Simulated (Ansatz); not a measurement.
Compare A (`BB(Cl)N[SiH3]`) with its isomer B (`B[SiH](Cl)BN`).

Gas-phase electronic energies from Ansatz, PBE0-D4/def2-TZVP geometries. CCSD(T)/CBS is the MP2 limit (def2-TZVPP, def2-QZVPP) plus CCSD(T) − MP2 in def2-TZVPP, frozen cores. Functionals use def2-TZVPP. B3LYP here is the variant with VWN-RPA as its local correlation; programs differ in this. One conformer a species, not always the lowest.

Which is lower in electronic energy at CCSD(T)/CBS, and by how much? (Estimate.)

Computed: A, by 39.6 kJ/mol.

Give E(B) − E(A) in kJ/mol with MP2/def2-TZVPP, PBE0-D4, r2SCAN-D4, B3LYP, B2PLYP, CCSD/def2-TZVPP, PBE-D4. (An estimate is asked.)

The calculation gave: MP2/def2-TZVPP 49.0, PBE0-D4 28.9, r2SCAN-D4 35.6, B3LYP 37.5, B2PLYP 42.4, CCSD/def2-TZVPP 43.4, PBE-D4 23.6. None reverses the order clearly.

Largest T1 diagnostic: 0.013.

From PBE to PBE0 (25 % exact exchange), in def2-TZVPP and without D4, E(B) − E(A) moves by +5.7 kJ/mol. In def2-TZVPP, CCSD(T) changes the Hartree–Fock value by −12.6 kJ/mol (the triples alone add −1.2 kJ/mol) and MP2 by −5.8 kJ/mol.
